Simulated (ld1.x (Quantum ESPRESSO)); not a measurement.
Pd (Z = 46): one change to a TM potential, before and after

Pd (Z = 46), norm-conserving Troullier–Martins (Kleinman–Bylander form), made with ld1.x (Quantum ESPRESSO) 7.5 (PBE, scalar-relativistic). Core [Ar] 3d10 4s2, reference 4p6 4d8 5s0 5p0 (charge +2). Waves: 5s (bound, empty): rc 2.35 bohr; 4p (bound): rc 1.10 bohr; 4d (bound): rc 1.85 bohr. Local part: all-electron potential smoothed inside 1.65 bohr (lloc = -1). Core correction: Bessel-smoothed model core inside 0.80 bohr.

Change: wave 4d (bound): rc 1.85 bohr becomes 4d (bound): rc 2.14 bohr.

Cutoffs: the cutoffs (Ry, on a coarse ladder) from which the occupation-weighted sum of valence levels, in a spherical-Bessel basis at the reference potential, stays within 10 and 1 mRy of its value at 400 Ry; they do not see the model core or the augmentation charge, which bear on the density cutoff. Errors are all-electron minus pseudo energies relative to the spin-unpolarised reference configuration.

Problem. What does the change do?

Solution. The potential gets neither clearly harder nor softer (140 Ry and 180 Ry → 140 Ry and 180 Ry); both files keep a bound ghost (s); of the 7 tests that both files solve, the error grows in 0 and shrinks in 3 by more than 15 % and 0.3 meV (median size 15.8 → 6.8 meV). That the errors move this way runs against the usual rule that smaller radii transfer better.

| quantity | base | changed |
| --- | --- | --- |
| cutoff, loose | 140 Ry | 140 Ry |
| cutoff, tight | 180 Ry | 180 Ry |
| loose cutoff by channel (10 mRy a level) | p 80 Ry, d 45 Ry | p 80 Ry, d 40 Ry |
| bound ghosts | s | s |
| error for 4p6 4d10 5s0 5p0, meV [ΔE -29.93 eV] | -21 | -23 |
| error for 4p6 4d9 5s0 5p0, meV [ΔE -20.82 eV] | -6.8 | -5.9 |
| error for 4p6 4d7 5s0 5p0, meV [ΔE 34.36 eV] | -16 | -6.8 |
| error for 4p6 4d8 5s1 5p0, meV [ΔE -16.29 eV] | -6.7 | -6.1 |
| error for 4p6 4d9 5s0 5p1, meV [ΔE -24.70 eV] | +21 | +20 |
| error for 4p6 4d6 5s0 5p0, meV [ΔE 83.71 eV] | -62 | -1.0 |
| error for 4p6 4d9 5s1 5p0, meV [ΔE -28.43 eV] | +12 | +8.0 |
| s: phases at 2.56 bohr within 0.05 rad from the reference energy up to (Ry; the scan ends near 5) | n/a | n/a |
| p: phases at 2.56 bohr within 0.05 rad from the reference energy up to (Ry; the scan ends near 5) | -1.0 | -1.0 |
| d: phases at 2.56 bohr within 0.05 rad from the reference energy up to (Ry; the scan ends near 5) | 0.8 | 0.5 |

 A true bound ghost makes a file unfit for plane-wave use even where its test errors are small: the radial tests pick states by their node count and pass the ghost by.
